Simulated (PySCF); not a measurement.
# `O=C/C=C(\F)[SiH2]C[SiH3]`: 4 charge schemes on one density

Species: C4H9FOSi2.
Structure used (GFN2-xTB), in Å, numbered top down from 1:
```xyz
17
C4H9FOSi2 angstrom
O      4.7210    0.4023   -0.5461
C      3.7736    0.1728    0.1640
C      2.4415   -0.1747   -0.3203
C      1.3930   -0.4421    0.4650
F      1.5577   -0.3859    1.8045
Si    -0.3894   -0.8751   -0.0571
C     -1.4523    0.6575    0.2771
Si    -3.3231    0.4065    0.0178
H      3.8602    0.2113    1.2657
H      2.3053   -0.2210   -1.3896
H     -0.3324   -1.2262   -1.4763
H     -0.7847   -2.0153    0.7718
H     -1.1166    1.4720   -0.3667
H     -1.2815    0.9934    1.3010
H     -3.7943   -0.6745    0.8834
H     -3.5651    0.0607   -1.3831
H     -4.0201    1.6506    0.3522
```

Density: PBE0/pcSseg-1 (PySCF); schemes: Mulliken, IAO, Hirshfeld and ESP-fitted. Isolated species at its GFN2-xTB geometry (one conformer only).

Problem. Tabulate the Mulliken, IAO, Hirshfeld and ESP-fitted charges.

Solution. In e; atoms taken as equivalent share a row and are averaged (×n: the atom named and its like, n in all):

```json
{"atom": "O1", "environment": "aldehyde oxygen", "Mulliken": "-0.360", "IAO": "-0.391", "Hirshfeld": "-0.232", "ESP-fitted": "-0.471"}
{"atom": "C2", "environment": "aldehyde carbon", "Mulliken": "+0.292", "IAO": "+0.247", "Hirshfeld": "+0.110", "ESP-fitted": "+0.521"}
{"atom": "C3", "environment": "alkene CH carbon", "Mulliken": "-0.291", "IAO": "-0.252", "Hirshfeld": "-0.085", "ESP-fitted": "-0.316"}
{"atom": "C4", "environment": "vinylic C–F carbon", "Mulliken": "+0.068", "IAO": "+0.064", "Hirshfeld": "+0.023", "ESP-fitted": "+0.015"}
{"atom": "F5", "environment": "vinyl fluorine", "Mulliken": "-0.271", "IAO": "-0.263", "Hirshfeld": "-0.069", "ESP-fitted": "-0.123"}
{"atom": "Si6", "environment": "SiH2 silicon", "Mulliken": "+0.696", "IAO": "+0.757", "Hirshfeld": "+0.346", "ESP-fitted": "+0.393"}
{"atom": "C7", "environment": "sp3 carbon bound to silicon", "Mulliken": "-0.865", "IAO": "-0.823", "Hirshfeld": "-0.242", "ESP-fitted": "-0.414"}
{"atom": "Si8", "environment": "SiH3 silicon", "Mulliken": "+0.492", "IAO": "+0.609", "Hirshfeld": "+0.321", "ESP-fitted": "+0.434"}
{"atom": "H9", "environment": "formyl hydrogen", "Mulliken": "+0.081", "IAO": "+0.109", "Hirshfeld": "+0.036", "ESP-fitted": "+0.002"}
{"atom": "H10", "environment": "vinylic hydrogen", "Mulliken": "+0.131", "IAO": "+0.174", "Hirshfeld": "+0.056", "ESP-fitted": "+0.172"}
{"atom": "H11/H12", "environment": "Si–H hydrogen", "Mulliken": "-0.061", "IAO": "-0.112", "Hirshfeld": "-0.067", "ESP-fitted": "-0.074"}
{"atom": "H13/H14", "environment": "methylene hydrogen", "Mulliken": "+0.182", "IAO": "+0.170", "Hirshfeld": "+0.047", "ESP-fitted": "+0.128"}
{"atom": "H15/H16/H17", "environment": "Si–H hydrogen", "Mulliken": "-0.072", "IAO": "-0.116", "Hirshfeld": "-0.075", "ESP-fitted": "-0.107"}
```

Mean size of the charges over all atoms: IAO 0.270 e, Mulliken 0.250 e, ESP-fitted 0.211 e, Hirshfeld 0.116 e. Each set sums to the total charge, 0, to within 0.001 e. The Mulliken scheme counts on each atom the diagonal of the density matrix times the overlap matrix over that atom's basis functions.

Lowest charge. The schemes don't all agree: Mulliken C7 (-0.865); IAO C7 (-0.823); Hirshfeld C7 (-0.242); ESP-fitted O1 (-0.471).

Highest charge. The schemes don't all agree: Mulliken Si6 (+0.696); IAO Si6 (+0.757); Hirshfeld Si6 (+0.346); ESP-fitted C2 (+0.521).

Problem. How closely do the schemes follow one another over all atoms?

Solution. Correlation coefficient and root-mean-square difference: Mulliken with IAO 0.99, 0.047 e; IAO with Hirshfeld 0.97, 0.211 e; Mulliken with Hirshfeld 0.93, 0.206 e; Hirshfeld with ESP-fitted 0.91, 0.145 e; IAO with ESP-fitted 0.90, 0.164 e; Mulliken with ESP-fitted 0.90, 0.155 e.

Problem. Sum the charges by element, for elements with more than one atom.

Solution. 
| element | atoms | Mulliken | IAO | Hirshfeld | ESP-fitted |
| --- | --- | --- | --- | --- | --- |
| C | 4 | -0.795 | -0.764 | -0.194 | -0.194 |
| Si | 2 | +1.188 | +1.365 | +0.667 | +0.828 |
| H | 9 | +0.238 | +0.053 | -0.172 | -0.040 |
